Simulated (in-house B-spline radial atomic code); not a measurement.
Configurations of Ho2+, with energies counted from [Xe] 4f11. All numbers are computed (scalar-relativistic (X2C) HSE06, spin-polarised, spherical fractional occupations, exact exchange averaged over the configuration; Fermi nucleus of rms radius 5.2022 fm) with a B-spline radial code for spherical atoms, not measured. Shells without spins written out take the highest spin.

Occupations are held fixed; configurations that lie above the ionisation limit could autoionise.

| configuration | E - E(ref) (eV) | highest orbital | its <r> (bohr) |
| --- | --- | --- | --- |
| [Xe] 4f10 6s1 | 3.0347 | 6s up | 3.206 |
| [Xe] 4f10 6p1 | 7.8819 | 6p up | 3.907 |
| [Kr] 4d10 4f11 5s2 5p5 5d1 | 25.602 | 5d up | 2.305 |
| [Kr] 4d10 4f11 5s2 5p5 6d1 | 36.054 | 6d up | 5.619 |
| [Kr] 4d10 4f11 5s2 5p5 5f1 | 37.771 | 5f up | 5.72 |
| [Kr] 4d9 4f11 5s2 5p6 6s1 | 161.84 | 6s up | 3.203 |

(1) Order these further configurations by energy, lowest first.
A. [Xe] 4f10 5f1
B. [Xe] 4f10 5d1
C. [Kr] 4d9 4f12 5s2 5p6
D. [Kr] 4d9 4f11 5s2 5p6 5f1
E. [Kr] 4d9 4f11 5s2 5p6 5d1

(2) How far above the reference does [Xe] 4f10 6d1 lie?

Answers

(1) B (2.9637 eV), A (15.193 eV), C (158.09 eV), E (161.79 eV), D (174.01 eV).

(2) 13.444 eV; its least bound orbital is 6d up with <r> = 5.59 bohr.
